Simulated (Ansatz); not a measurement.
The cluster Al4Sb3⁺, relaxed as a singlet with RKS PBE-D4/def2-SVP in Ansatz, starting from the GFN2-xTB geometry. Force threshold 0.02 eV/Å.

In the def2 sets Sb takes a core potential; there is no spin–orbit coupling. The restricted singlet is unstable towards broken spin symmetry in Hartree–Fock (as tested in another run); at PBE-D4/def2-SVP this wasn't settled. Another isomer (singlet) lies 0.95 eV lower at PBE0-D4/def2-TZVP; other spin states weren't run for this one.

Start:

Cartesian coordinates in Å:
```
Al 1.550 -0.153 1.577
Al -1.141 0.732 -1.036
Al 0.140 -1.708 -0.185
Al 0.403 2.042 0.816
Sb -1.239 3.353 -0.639
Sb -1.666 -1.592 -2.022
Sb 1.954 -2.674 1.489
```

(1) Estimate the energy that the relaxation releases and the steps that it takes.

(2) Does the start keep its bonding?

(3) Predict the relaxed structure.

Results:

(1) 91.3 kJ/mol, in 16 steps; 29 s on 4 threads of Arm Neoverse V2 on a shared host. No frequencies were taken in this run, so the end may be a saddle point.

(2) Bonds formed: Al1–Sb6 (atoms count from 1).

(3) 
| atom | x (Å) | y (Å) | z (Å) |
| --- | --- | --- | --- |
| Al1 | 0.254 | -0.541 | 1.242 |
| Al2 | -0.926 | 0.942 | -1.306 |
| Al3 | 0.688 | -2.358 | -0.663 |
| Al4 | -0.180 | 1.954 | 1.157 |
| Sb5 | -0.480 | 3.437 | -0.889 |
| Sb6 | -1.779 | -1.424 | -0.688 |
| Sb7 | 2.423 | -2.010 | 1.147 |
Bond lengths (bridged metal pairs left out): 7 × Al–Sb 2.53 to 2.94 Å; 1 × Al–Al 2.53 Å.
